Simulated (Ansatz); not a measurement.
Wavefunction ladder for `CC[O][Ti]([Cl])([O]C)[N](C)C`

| atom | x (Å) | y (Å) | z (Å) |
| --- | --- | --- | --- |
| C1 | 2.430 | 2.014 | -0.496 |
| C2 | 1.274 | 1.947 | -1.470 |
| O3 | 0.395 | 0.904 | -1.168 |
| Ti4 | 0.021 | -0.622 | -0.346 |
| Cl5 | 0.759 | -2.315 | -1.633 |
| O6 | 0.772 | -0.818 | 1.242 |
| C7 | 1.758 | -0.999 | 2.203 |
| N8 | -1.831 | -0.759 | -0.165 |
| C9 | -2.757 | -0.141 | -1.080 |
| C10 | -2.468 | -1.567 | 0.843 |
| H11 | 3.012 | 1.090 | -0.525 |
| H12 | 2.066 | 2.164 | 0.523 |
| H13 | 3.094 | 2.844 | -0.749 |
| H14 | 1.644 | 1.802 | -2.492 |
| H15 | 0.709 | 2.887 | -1.457 |
| H16 | 1.300 | -1.151 | 3.185 |
| H17 | 2.366 | -1.878 | 1.961 |
| H18 | 2.414 | -0.124 | 2.256 |
| H19 | -2.226 | 0.476 | -1.808 |
| H20 | -3.334 | -0.896 | -1.631 |
| H21 | -3.471 | 0.502 | -0.546 |
| H22 | -1.726 | -1.995 | 1.520 |
| H23 | -3.171 | -0.971 | 1.442 |
| H24 | -3.031 | -2.394 | 0.391 |

Charge 0, multiplicity 1. Correlated methods include outer-core shells of Ti, which these sets cover unevenly. Scalar relativity is left out up to krypton. Geometry: relaxed with PBE0-D4/def2-TZVP. It is one conformer, not always the lowest. Frozen core, restricted reference, Ansatz 0.2.0.

| basis | HF (Eh) | MP2 corr. | CCSD corr. | (T) | CCSD(T) total |
| --- | --- | --- | --- | --- | --- |
| def2-SVP | -1709.18725 | -1.71663 | -1.79735 | -0.07009 | -1711.05469 |
| def2-TZVPP | -1709.92433 | -2.19875 | -2.26230 | -0.10988 | -1712.29651 |
| def2-QZVPP | -1709.97113 | -2.36103 | – | – | – |
